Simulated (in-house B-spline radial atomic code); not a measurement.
# The hafnium ion Hf⁵⁺: [Xe] 4f13

Method: Dirac-Kohn-Sham B97-1, spherical fractional occupations, exact exchange averaged over the configuration, Fermi nucleus of rms radius 5.347 fm. Calculated with a B-spline radial code for spherical atoms.

Screening seen three ways: the hydrogenic charge with the same mean radius, Z_r = [3n² - l(l+1)]/(2<r>), the one with the same energy, Z_e = n√(-2ε), and Slater's rules. Values are occupation-weighted means over j. An effective charge above Z reflects the relativistic contraction of the inner shells.

| shell | electrons | ε (eV) | <r> (bohr) | Z_r | Z_e | Slater |
| --- | --- | --- | --- | --- | --- | --- |
| 1s | 2 | -65361 | 0.01899 | 78.99 | 69.31 | 71.70 |
| 2s | 2 | -11257 | 0.07977 | 75.22 | 57.53 | 67.85 |
| 2p | 6 | -9955.6 | 0.07129 | 70.13 | 54.10 | 67.85 |
| 3s | 2 | -2629.7 | 0.2081 | 64.86 | 41.71 | 60.75 |
| 3p | 6 | -2234.1 | 0.2076 | 60.20 | 38.44 | 60.75 |
| 3d | 10 | -1735.8 | 0.189 | 55.55 | 33.88 | 50.85 |
| 4s | 2 | -588.98 | 0.4677 | 51.31 | 26.32 | 44.25 |
| 4p | 6 | -457.23 | 0.4957 | 46.40 | 23.19 | 44.25 |
| 4d | 10 | -279.02 | 0.5335 | 39.36 | 18.11 | 32.85 |
| 5s | 2 | -130.41 | 1.105 | 33.95 | 15.48 | 15.20 |
| 5p | 6 | -96.173 | 1.26 | 28.97 | 13.29 | 15.20 |
| 4f | 13 | -85.138 | 0.6412 | 28.07 | 10.01 | 21.80 |

The least bound orbital is 4f7/2 at -84.33 eV, while the most diffuse is 5p3/2 (<r> = 1.288 bohr against 0.6452 bohr): energy order and size order differ.

Spin-orbit splittings of the orbital energies (j = l + 1/2 above j = l - 1/2 when positive): 2p 1192 eV, 3p 256.3 eV, 3d 55.79 eV, 4p 59.12 eV, 4d 10.91 eV, 5p 9.056 eV, 4f 1.874 eV.

For the 1s electron the small component carries 7.33 % of the norm, the zero-frequency Breit interaction raises the level by 222.2 eV, self-energy by 137.7 eV, and vacuum polarisation lowers it by 25.28 eV.
